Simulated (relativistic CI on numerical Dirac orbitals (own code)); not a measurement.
# Au²⁺: 5p photoemission

Computed with this model: Dirac-Coulomb-Breit CI, separate exchange-only KLI orbitals for each configuration, QED by a radiative potential, valence Slater integrals scaled by 0.8, multiplet model of photoemission in the sudden approximation; configurations [Xe] 4f14 5d9 → [Kr] 4d10 4f14 5s2 5p5 5d9; 300 K; Lorentzian 1.05 eV and Gaussian 0.6 eV FWHM. Energies are those of the free ion, without screening or charge transfer. The energies are binding energies and can lie tens of eV above those of solids. S is read from ⟨S²⟩ = S(S + 1).

Field parameters in Wybourne normalisation: Td as Oh with Dq negative (B⁴₀ = 21Dq, B⁴₄ = √(5/14) B⁴₀). The field is a parameter set, without covalency.

Computed curve for free ion, scaled to 100 at the maximum (points under 2 are left out and the grid is thinned):

```tsv
Energy (eV)	Intensity
81.0	2.1
81.4	2.5
81.8	2.9
82.2	3.5
82.6	4.3
83.2	6.1
83.6	8.2
84.0	11.6
84.4	18.0
84.8	31.2
85.2	58.8
85.6	93.4
86.0	95.4
86.6	71.4
87.0	65.1
87.4	50.0
87.8	42.6
88.2	48.1
88.6	47.5
89.0	36.2
89.4	31.7
89.8	33.7
90.4	28.0
90.8	28.7
91.2	41.7
91.6	56.5
92.0	48.4
92.4	28.1
92.8	15.4
93.2	9.5
93.8	5.6
94.2	4.3
94.6	3.5
95.0	2.9
95.4	2.5
95.8	2.2
96.2	2.0
101.0	2.2
101.6	2.7
102.0	3.2
102.4	4.0
102.8	5.1
103.2	7.0
103.6	10.3
104.0	17.1
104.4	31.2
104.8	52.4
105.4	58.0
105.8	58.5
106.2	72.4
106.6	67.0
107.0	40.4
107.4	21.4
107.8	12.5
108.2	8.3
108.8	5.2
109.2	4.0
109.6	3.1
110.0	2.5
110.4	2.1
```

The ground state has S = 0.50, and the centroid lies at 93.83 eV.
